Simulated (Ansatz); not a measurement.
H2Cl3FOSi2, singlet, at a GFN2-xTB geometry.

Ansatz (a program for electronic structure) was given this input:
Ansatz 0.2 input:
```yaml
crystal:
  periodic: [false, false, false]
  atoms:
    - {symbol: Si, position_ang: [2.20010576, -0.71201839, 1.04202730]}
    - {symbol: F, position_ang: [3.06911106, 0.50857282, 0.48284676]}
    - {symbol: O, position_ang: [0.71986802, -0.53887916, 0.40289351]}
    - {symbol: Si, position_ang: [-0.65265610, 0.03475282, -0.21129050]}
    - {symbol: Cl, position_ang: [-1.68400237, -1.57134417, -0.81301495]}
    - {symbol: Cl, position_ang: [-1.61373225, 1.00934966, 1.24915364]}
    - {symbol: Cl, position_ang: [-0.22358027, 1.24873915, -1.73884610]}
    - {symbol: H, position_ang: [2.08305069, -0.52854441, 2.47298268]}
    - {symbol: H, position_ang: [2.73406370, -1.93051861, 0.47395885]}
basis:
  gaussian:
    orbitals: STO-3G
magnetization: {spin_polarized: false}
correlation: {method: sc_nevpt2, electrons: all, active_space: {window: {electrons: 4, orbitals: 6}}}
```

Q: What total energy does SC-NEVPT2/STO-3G, CASSCF(4,6) (Ansatz) give?

A: -2108.3652 Eh

Q: Predict the number of basis functions from SC-NEVPT2/STO-3G, CASSCF(4,6).

A: 57

Q: Roughly what does it cost on one core?

A: about 14 core-seconds (a rough figure).
